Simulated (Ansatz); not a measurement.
K7H8, relaxed as a doublet with UKS PBE0-D4/def2-SVP in Ansatz, starting from the GFN2-xTB geometry. Force threshold 0.02 eV/Å.

In the doublet, H9 and H11 lie 0.77 Å apart (atoms count from 1), so H2 has formed as a molecule. The relaxation made no stability test and no search for a lower SCF solution. The structure comes from a short search, and lower isomers may exist.

Start:

Cartesian coordinates in Å:
```
K -3.282 -3.585 0.578
K -0.377 -0.243 2.546
K 1.765 1.951 0.328
K 0.811 0.914 -3.548
K 3.184 3.536 -2.580
K -2.632 -2.864 3.956
K -0.890 -1.213 -1.018
H 0.634 0.740 1.343
H 1.950 3.825 -0.734
H -0.022 -0.101 -2.206
H 3.680 2.338 -0.684
H -1.447 -1.478 3.379
H 2.087 2.267 -3.703
H -3.435 -3.761 2.458
H -2.027 -2.327 -0.115
```

| step | energy (eV) | largest force component (eV/Å) | SCF passes |
| --- | --- | --- | --- |
| 1 | -114343.3468 | 2.804 | 20 |
| 2 | -114345.9411 | 2.300 | 25 |
| 3 | -114347.9783 | 1.677 | 20 |
| 4 | -114349.5610 | 1.039 | 19 |
| 5 | -114350.7758 | 0.630 | 18 |
| 6 | -114351.5546 | 0.438 | 18 |
| 7 | -114352.1278 | 0.462 | 18 |
| 8 | -114352.5422 | 0.430 | 17 |
| 9 | -114352.8851 | 0.494 | 20 |
| 10 | -114353.2072 | 0.791 | 23 |
| 11 (rejected) | -114353.1182 | 4.627 | 54 |
| 13 | -114353.4969 | 0.412 | 36 |
| 15 | -114353.7980 | 1.144 | 28 |
| 17 | -114354.0895 | 0.233 | 22 |
| 19 | -114354.2522 | 0.095 | 22 |
| 21 | -114354.3507 | 0.114 | 25 |
| 23 | -114354.4113 | 0.167 | 27 |
| 25 | -114354.4313 | 0.866 | 25 |
| 27 | -114354.4855 | 0.205 | 25 |
| 29 | -114354.5325 | 0.245 | 25 |
| 31 | -114354.6171 | 0.129 | 25 |
| 33 | -114354.6692 | 0.105 | 26 |
| 35 | -114354.6823 | 0.080 | 25 |
| 37 | -114354.6955 | 0.041 | 25 |
| 39 | -114354.7384 | 0.113 | 25 |
| 41 (rejected) | -114354.7554 | 0.059 | 23 |
| 43 | -114354.7576 | 0.013 | 17 |

Force components are those of the run's own axes.

End:

```tsv
atom	x (Å)	y (Å)	z (Å)
K1	-3.463	-3.952	1.921
K2	-1.013	-1.017	2.361
K3	1.503	1.818	-1.019
K4	1.522	1.740	-4.811
K5	3.780	5.006	-4.270
K6	-3.698	-3.745	5.627
K7	-0.862	-1.150	-1.432
H8	0.215	0.331	0.572
H9	3.870	3.638	-0.952
H10	0.433	0.353	-3.055
H11	4.213	3.738	-0.273
H12	-2.343	-2.380	4.045
H13	2.580	3.205	-2.918
H14	-4.662	-5.100	3.843
H15	-2.077	-2.488	0.360
```

Bonds lost: K3–H9, K3–H11, K5–H9, K5–H11 (atoms count from 1). Bonds formed: K2–H15, K3–H10, K3–H13, K7–H8 (atoms count from 1). Metal–metal contacts that move far: K3–K5 3.60 to 5.09 Å, K1–K7 3.73 to 5.09 Å, K4–K7 3.72 to 5.04 Å, K2–K6 3.73 to 5.03 Å, K2–K3 3.78 to 5.08 Å, K1–K2 4.85 to 3.85 Å.

No frequencies were taken in this run, so the end may be a saddle point.

Hardware: 4 threads of Arm Neoverse V1 on a shared host. Wall time 12 min, peak host memory 1.6 GiB.
